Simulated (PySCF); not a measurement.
## Atomic charges by several schemes

Compound: C₆H₄N₄.
Geometry (GFN2-xTB, Å), atoms numbered from 1 in this order:
```
atom  x, y, z in Å
C1     3.1695   -0.3523    0.7081
C2     2.3164    0.3653    0.2752
C3     1.2403    1.1917   -0.2439
N4     0.0090    0.4476   -0.2717
N5    -0.3393   -0.2901   -1.2979
C6    -1.4853   -0.8411   -0.9468
C7    -1.7976   -0.3865    0.3510
C8    -2.9213   -0.6957    1.1343
N9    -3.8524   -0.9721    1.7419
N10   -0.8147    0.4306    0.7352
H11    3.9352   -0.9619    1.0858
H12    1.0963    2.0631    0.4015
H13    1.4711    1.5040   -1.2666
H14   -2.0276   -1.5029   -1.5882
```

Density: PBE0/pcSseg-1 (PySCF); schemes: Mulliken, IAO, Hirshfeld and ESP-fitted. Geometry: GFN2-xTB, one conformer, isolated molecule.

**Question.** Do the Mulliken, IAO, Hirshfeld and ESP-fitted schemes agree on where the charge is lowest?

**Answer.** The schemes don't all agree: Mulliken C1 (-0.275); IAO N5 (-0.217); Hirshfeld N9 (-0.200); ESP-fitted C3 (-0.647).

**Question.** Which atoms carry the highest charge in the Mulliken, IAO, Hirshfeld and ESP-fitted schemes?

**Answer.** The schemes don't all agree: Mulliken H12 (+0.174); IAO H11 (+0.210); Hirshfeld N4 (+0.114); ESP-fitted N4 (+0.783).

**Question.** What partial charge does each atom carry?

**Answer.** In e:

```tsv
atom	environment	Mulliken	IAO	Hirshfeld	ESP-fitted
C1	terminal alkyne carbon	-0.275	-0.203	-0.090	-0.544
C2	alkyne carbon	+0.096	-0.042	-0.048	+0.291
C3	sp3 carbon bound to nitrogen	+0.168	-0.170	+0.011	-0.647
N4	pyrrole-type nitrogen	-0.266	+0.172	+0.114	+0.783
N5	pyridine-type nitrogen	-0.177	-0.217	-0.117	-0.482
C6	aromatic CH next to a ring nitrogen	+0.118	-0.072	-0.006	-0.013
C7	substituted aromatic carbon	+0.114	+0.003	+0.027	+0.137
C8	nitrile carbon	+0.136	+0.143	+0.078	+0.331
N9	nitrile nitrogen	-0.227	-0.215	-0.200	-0.414
N10	pyridine-type nitrogen	-0.199	-0.201	-0.105	-0.473
H11	alkyne hydrogen	+0.059	+0.210	+0.102	+0.351
H12	methylene hydrogen	+0.174	+0.201	+0.078	+0.252
H13	methylene hydrogen	+0.173	+0.200	+0.077	+0.250
H14	aromatic hydrogen	+0.107	+0.190	+0.079	+0.179
```

Mean size of the charges over all atoms: ESP-fitted 0.368 e, Mulliken 0.163 e, IAO 0.160 e, Hirshfeld 0.081 e. Each set sums to the total charge, 0, to within 0.001 e. The Mulliken scheme counts on each atom the diagonal of the density matrix times the overlap matrix over that atom's basis functions. The ESP scheme fits charges at the nuclei, held to the total charge, to the electrostatic potential on points at 1.4 to 2.0 times the van der Waals radii.

**Question.** Sum the charges by element.

**Answer.** 
```tsv
element	atoms	Mulliken	IAO	Hirshfeld	ESP-fitted
C	6	+0.356	-0.340	-0.028	-0.445
N	4	-0.869	-0.460	-0.308	-0.586
H	4	+0.513	+0.801	+0.336	+1.032
```

**Question.** How many electrons does the IAO scheme count on N4?

**Answer.** Z − q = 7 − (+0.172) = 6.828.
